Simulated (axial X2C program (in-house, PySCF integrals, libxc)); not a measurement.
**Photoelectron levels of BiF by EOM-IP-CCSD**

Computed with an in-house all-electron X2C program for linear molecules (integrals from PySCF): two-component X2C with atomic mean-field Coulomb and Gaunt terms, Gaussian nuclei, basis Bi dyall-cv3z, F dyall-av3z with contracted cores.

R = 2.069 Å (near the PBE0 minimum at charge 0 of the determinant lowest at the starting distance; the state shown can have its own minimum elsewhere).

Hartree–Fock spinors of BiF (one of each Kramers pair; a window near the gap, which can cut inner shells):

```csv
ω,occupied,ε (eV),character
1/2,yes,-19.64,"63% Bi s, 32% F p, 3% F s"
1/2,yes,-15.42,"93% F p, 4% Bi p"
3/2,yes,-14.92,96% F p
1/2,yes,-14.23,"64% F p, 18% Bi s, 15% Bi p"
1/2,yes,-8.59,"88% Bi p, 7% F p"
3/2,no,-0.17,"92% Bi p, 5% F p"
1/2,no,1.09,"81% Bi p, 8% Bi d, 5% F p"
1/2,no,3.77,"83% Bi p, 11% F p, 2% Bi s"
1/2,no,4.07,"46% Bi s, 31% F p, 19% F s"
1/2,no,4.60,"47% F p, 29% Bi p, 12% Bi s"
1/2,no,4.71,"78% F p, 12% Bi p, 9% Bi d"
```

Vertical ionisation energies of BiF to the states of BiF⁺:

| Ω of BiF⁺ | vertical IE (eV) | above lowest (cm⁻¹) | ionised spinor | one-hole weight |
| --- | --- | --- | --- | --- |
| 1/2 | 8.958 | 0 | 81% Bi pπ, 8% F pπ | 0.97 |
| 3/2 | 12.841 | 31317 | 96% F pπ | 0.79 |
| 1/2 | 12.844 | 31339 | 42% F pπ, 40% F pσ, 8% Bi pσ | 0.91 |
| 1/2 | 13.266 | 34740 | 49% F pπ, 28% F pσ, 9% Bi pπ | 0.91 |

Problem. How far does the lowest EOM-IP-CCSD energy lie from the Koopmans value −ε of the highest filled spinor?

Solution. 8.958 eV against 8.59 eV, a shift of 0.37 eV: relaxation of the final state lowers the energy and the loss of correlation raises it.

This point took 9.8 s on 1 thread of Intel(R) Xeon(R) Platinum 8259CL CPU @ 2.50GHz (Skylake/Cascade Lake), on a shared host.

Reference electrons by ω block (each with its −ω partner): 1/2: 27, 3/2: 13, 5/2: 5, 7/2: 1. 12 electrons of BiF correlated (inner shells frozen), 94 natural virtual spinors (a truncated set); levels can be off by some tenths of an eV. Roots sought by Ω: (1/2: 4, 3/2: 3, 5/2: 1); the list ends where they run out and leaves out roots under 60 % one-particle weight. The solver can skip a root, and states that need a further excitation, which the method places far too high, are missing though they may lie low or lowest. T1 of the reference 0.017 (Lee–Taylor). Number of frozen shells: Bi 5 s, 4 p, 3 d, 1 f; F 1 s. Large amplitudes in the reference (orbital relaxation or multireference character) lower the reliability.
